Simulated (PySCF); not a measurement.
# How methods differ on the ionisation energy of Se²⁺

Se²⁺ [Ar] 3d10 4s2 4p2 (3P) → Se³⁺ [Ar] 3d10 4s2 4p1 (2P), as a difference of total energies. All numbers are calculated (PySCF 2.14, the spin-free X2C one-electron Hamiltonian (Gaussian nucleus), in x2c-QZVPPall). Correlated levels: valence: [Ar] 3d10 frozen; valence and next inner shell: [Ne] frozen. The calculations carry no spin-orbit coupling.

Question: Order these methods by the ionisation energy they give, lowest first.
A. ROHF
B. BHandHLYP
C. CAM-B3LYP
D. B97-3

Answer: A (30.991 eV), D (31.402 eV), B (31.518 eV), C (31.649 eV).

A first-order spin-orbit estimate (lowest level to lowest level, LS coupling) adds -0.039 eV.

Errors of the correlated levels include the incompleteness of this basis and the frozen core.

For comparison: 31.697 ± 0.019 eV (measured; NIST Atomic Spectra Database, ionization energies).
